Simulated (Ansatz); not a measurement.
```yaml
atoms:
  - { symbol: Li, position_ang: [0.0000, 0.0000, -1.5050] }
  - { symbol: Li, position_ang: [0.0000, 0.0000, 1.5050] }
```

Basis set: 6-31G* (spherical functions). All electrons are correlated. Charge 0, multiplicity 1.

Computed with Ansatz (development build ahead of 0.2.0); each method stands on the lowest determinant of its kind that the runs found. Restricted open shells among the atoms or ions are ROHF, correlated in semicanonical orbitals with singles.

The atomization energy at this shape (free ground-state atoms in the same class of orbitals less the molecule, no zero-point energy) of singlet Li₂:

```
method  atomization energy
   RHF          7.9 kJ/mol
```

(1) What does RHF-MP2 give?

## Answers

(1) 56.7 kJ/mol.
